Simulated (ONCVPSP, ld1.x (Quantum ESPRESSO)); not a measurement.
# Potentials for sulfur (S) compared

Generated with ld1.x 7.5 (TM, RRKJ, ultrasoft, PAW), atompaw 4.2 or ONCVPSP 4.0.1. The cutoff is in Ry: for ld1.x and atompaw files where the sum of valence levels is converged to 10 mRy in a Bessel basis, for ONCV files where the hardest occupied wave has 1 mHa per electron of residual kinetic energy. The error is the largest all-electron minus pseudo excitation energy over each file’s own four to seven test configurations (ionisations up to +4, promotions, holes and added fractions of an electron), all of which were solved. The labels leave out finer settings (local radius, basis sizes, second energies), which also bear on the numbers. Spin-polarised tests are not counted. The rows are a selection from randomly drawn settings: files with unsolved tests, undetermined cutoffs or missed reference levels are left out.

A true bound ghost makes a file unfit for plane-wave use even where its test errors are small: the radial tests pick states by their node count and pass the ghost by.

| potential | cutoff (Ry) | largest error (meV) | bound ghosts |
| --- | --- | --- | --- |
| ONCV, PBE, scalar-relativistic, rc 1.30/1.20/1.40 (spd), local smoothed, core correction yes, reference 3s2 3p4, qcut 5.9/5.4/8.1, projectors 2/2/2 | 284 | -25 | p |
| ONCV, PBE, non-relativistic, rc 0.80/0.65/0.80 (spd), local smoothed, core correction yes, reference 2s2 2p6 3s1.5 3p4.5, qcut 16.3/17.7/11.9, projectors 2/3/2 | 302 | +3.7 | none |
| ONCV, LDA (Perdew-Zunger), scalar-relativistic, rc 1.30/1.45/1.35 (spd), local smoothed, core correction yes, reference 3s2 3p3, qcut 4.7/6.1/7.1, projectors 1/1/2 | 37 | +74 | none |
| ultrasoft, PBEsol, fully relativistic, rc 1.70/1.55/1.50 (spd), local smoothed, core correction no, reference 3s2 3p3 | 18 | +34 | none |

Q: Fill in the row for S: ONCV, LDA (Perdew-Wang 92), scalar-relativistic, rc 1.15/1.15/1.25 (spd), local p, core correction yes, reference 3s2 3p2, qcut 4.5/6.6/7.6, projectors 2/0/2.

A: cutoff 110 Ry, largest error +7.6 meV, bound ghosts: none.

Q: Fill in the row for S: RRKJ, PBE, fully relativistic, rc 1.20/1.15/0.95 (spd), local s, core correction yes, reference 3s2 3p4.

A: cutoff 90 Ry, largest error +165 meV, bound ghosts: none.

Q: Fill in the row for S: ONCV, PBE, scalar-relativistic, rc 1.25/1.20/1.15 (spd), local smoothed, core correction yes, reference 3s2 3p4, qcut 6.2/7.2/7.3, projectors 2/3/2.

A: cutoff 155 Ry, largest error +35 meV, bound ghosts: s, p.
